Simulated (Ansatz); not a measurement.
## Molecular dynamics of F2H3HfNO

The input (input.yaml):

```yaml
crystal:
  periodic: [false, false, false]
  atoms:
    - { symbol: Hf, position_ang: [-0.003438, -0.086173, 0.064192] }
    - { symbol: "N", position_ang: [-0.018493, -0.009014, 2.09859] }
    - { symbol: H, position_ang: [-0.848644, 0.0701, 2.689164] }
    - { symbol: H, position_ang: [0.80807, -0.020967, 2.6982] }
    - { symbol: O, position_ang: [1.870745, -0.161201, -0.448133] }
    - { symbol: H, position_ang: [2.478057, -0.62386, -1.045154] }
    - { symbol: F, position_ang: [-0.88833, 1.485351, -0.647953] }
    - { symbol: F, position_ang: [-1.042767, -1.606335, -0.532807] }
basis:
  gaussian: { orbitals: def2-mTZVP }
hamiltonian:
  xc: pbe
  dispersion: d4
md:
  timestep: 0.5
  n_steps: 150
  ensemble: nvt_langevin
  temperature: 300.0
  initial_velocities: maxwell_boltzmann
  seed: 656090
  friction: 0.01
```

Run as:

```bash
$ ansatz run input.yaml --threads 2 --pin off --max-ram 3072MiB --backend cpu --events-out ev --progress --plain --runs-dir out
```

It starts from a relaxed structure.

Output, in part (step lines, the closing report, with atoms numbered from 0):

```
md step     0: t =     0.00 fs  T =   262.5 K  F+E_penalty+E_count = -10328.94697053 eV  E_kin = 0.271446 eV  (27 SCF iters)
[... lines left out ...]
Total energy: -10328.84733308 eV, -379.5781383466 hartree
Atom 0 at     0.009793    -0.046704     0.059467 Å, force    -1.185469    -0.709127    -0.740298 eV/Å
Atom 1 at     0.138949    -0.062167     2.075445 Å, force     0.747331    -0.319027    -0.335059 eV/Å
Atom 2 at    -0.637182    -0.011670     2.706451 Å, force    -0.637874     0.123315     0.641405 eV/Å
Atom 3 at     0.931764    -0.497607     2.549140 Å, force     0.013826     0.077437     0.174638 eV/Å
Atom 4 at     1.794623    -0.085430    -0.676332 Å, force     0.565448     0.081200     0.002800 eV/Å
Atom 5 at     2.532197     0.542717    -0.612476 Å, force     0.068869    -0.029803    -0.106636 eV/Å
Atom 6 at    -1.022965     1.513294    -0.403454 Å, force    -0.019557     0.153407     0.001369 eV/Å
Atom 7 at    -0.976557    -1.612139    -0.653006 Å, force     0.447426     0.622597     0.361781 eV/Å
Dipole moment:     0.512839     0.147093     0.497770 e Å
```

The steps, from the saved trajectory:

```tsv
time (fs)	T (K)	potential energy less start (eV)
0	262	0.000
2.5	254	0.029
5	213	0.059
7.5	151	0.110
10	100	0.150
12.5	115	0.167
15	129	0.167
17.5	142	0.137
20	154	0.118
22.5	191	0.080
25	205	0.068
27.5	206	0.070
30	186	0.080
32.5	142	0.110
35	137	0.116
37.5	113	0.146
40	134	0.122
42.5	135	0.132
45	212	0.099
47.5	248	0.113
50	328	0.060
52.5	351	0.062
55	293	0.072
57.5	297	0.094
60	239	0.139
62.5	215	0.171
65	174	0.213
67.5	197	0.193
70	209	0.172
72.5	250	0.127
75	260	0.100
```

All steps were run. The mean temperature of the second half is 24 % below the set value. A run of 0.075 ps of so small a system gives no equilibrium averages.

The same pairs are bonded in the first frame and the last. Pairs count as bonded within 1.25 times the sum of covalent radii (0.12 Å more for H–H).

Last frame:

```xyz
8
Properties=species:S:1:pos:R:3
Hf 0.010 -0.047 0.059
N 0.139 -0.062 2.075
H -0.637 -0.012 2.707
H 0.932 -0.498 2.549
O 1.795 -0.085 -0.676
H 2.532 0.543 -0.613
F -1.023 1.513 -0.404
F -0.977 -1.612 -0.653
```

The run took 3.1 min on 2 threads of Intel(R) Xeon(R) 6975P-C (Granite Rapids), with other jobs on the host, peak memory 0.19 GiB.
